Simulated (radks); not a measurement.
The numbers below are computed, except where a source is named.
Neutral silicon inside a hard spherical wall (all orbitals vanish at R), configuration held at [Ne] 3s2 3p2 and not refilled when levels cross. Code: a radial shooting solver on a logarithmic mesh with Libxc functionals. Model: non-relativistic Kohn-Sham, r2SCAN, spin-polarised, spherical densities, point nucleus; open shells are filled with parallel spins first; meta-GGA in the generalised Kohn-Sham scheme. Eigenvalues in eV for spin up, with the zero of energy where the potential of the charges vanishes at infinity; a dash marks a level that is unbound or too diffuse for the functional's potential to be trusted. A positive occupied level is held by the wall or, in an anion where self-interaction has pushed it up, behind a barrier. The pressure on the wall is -dE/dV.

R (bohr)	E (hartree)	kinetic (hartree)	e(2s)	e(2p)	e(3s)	e(3p)	e(4s, empty)	e(4p, empty)	pressure (GPa)
free	-289.34344	288.923	-142.65	-97.570	-11.920	-4.846	-	-	0
20	-289.34344	288.923	-142.65	-97.570	-11.920	-4.846	-	-	< 0.0001
8	-289.34140	288.941	-142.49	-97.406	-11.815	-4.727	2.460	5.271	0.0917
7	-289.33649	288.976	-142.21	-97.135	-11.651	-4.528	4.079	7.661	0.412
3.5	-288.67731	291.556	-131.55	-86.466	-3.674	5.661	46.579	55.004	182
3	-287.96250	293.730	-125.47	-80.385	2.934	13.603	74.649	83.610	542
2.5	-286.33305	298.128	-116.02	-70.912	16.824	29.406	126.79	134.89	1850
2	-282.18877	308.275	-100.36	-55.024	50.300	64.817	234.76	236.81	7810
1.5	-269.41295	337.237	-68.765	-21.847	148.43	159.39	500.40	476.07	47500
